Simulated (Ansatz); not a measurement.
CH$_{6}$GeO$_{3}$ (`OC(O)[O][GeH3]`). Charge 0, multiplicity 1. The geometry is a stationary point of PBE0-D4/def2-TZVP. It is one conformer, not always the lowest.

```xyz
11

O    -0.601    0.564    1.152
C    -0.774    0.602   -0.244
O    -1.028    1.877   -0.702
O     0.381    0.118   -0.803
Ge    1.166   -1.325   -0.068
H    -1.413    0.874    1.563
H    -1.652    0.005   -0.533
H    -0.207    2.376   -0.607
H     2.093   -1.804   -1.191
H     1.957   -0.926    1.181
H     0.077   -2.361    0.252
```

Problem. What is the dipole moment at r2SCAN/def2-TZVPP? (Estimate.)

Solution. Ansatz gave: 1.31 D, with components (-0.10, -0.55, 1.19) D in this frame, pointing from negative to positive charge.

Problem. And with PBE, B3LYP, ωB97M-V? (Best estimate.)

Solution. Computed: PBE 1.27 D, B3LYP 1.36 D, ωB97M-V 1.39 D.

Problem. Give the Mulliken charges with r2SCAN, PBE, B3LYP in def2-TZVPP. (An estimate is asked.)

Solution. Computed: 
| atom | r2SCAN | PBE | B3LYP |
| --- | --- | --- | --- |
| O1 | -0.35 | -0.29 | -0.33 |
| C2 | 0.39 | 0.23 | 0.32 |
| O3 | -0.34 | -0.28 | -0.32 |
| O4 | -0.43 | -0.35 | -0.42 |
| Ge5 | 0.33 | 0.28 | 0.32 |
| H6 | 0.20 | 0.18 | 0.19 |
| H7 | 0.04 | 0.07 | 0.08 |
| H8 | 0.20 | 0.19 | 0.19 |
| H9 | -0.01 | -0.01 | -0.01 |
| H10 | -0.01 | -0.01 | 0.00 |
| H11 | -0.02 | -0.02 | -0.01 |

B3LYP here is the variant with VWN-RPA as its local correlation; programs differ in this.
